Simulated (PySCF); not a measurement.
B3LYP has the VWN-RPA correlation part, as in Gaussian. Excitations are Tamm–Dancoff values on a coarser integration grid. The basis has no diffuse functions, so Rydberg states are missing or too high.

Z-matrix (Å, degrees):
```
B
O 1 1.3638
H 2 0.9602 1 114.33
O 1 1.3641 2 114.73 3 -179.19
H 4 0.9599 1 114.81 2 179.17
Si 1 2.0438 2 122.46 3 1.43
H 6 1.4860 1 111.35 2 -134.71
H 6 1.4861 7 107.28 1 121.31
H 6 1.4864 7 108.30 8 116.07
```
Charge 0, multiplicity 1.

Task: What is the computed LUMO, T1 excitation (TDA) and S1–T1 gap (TDA) (PySCF with B3LYP-D3(BJ)/def2-TZVP)?

Result: 
| Quantity | Result |
|---|---|
| LUMO | -0.54 eV |
| T1 excitation (TDA) | 5.34 eV |
| S1–T1 gap (TDA) | 1.01 eV |
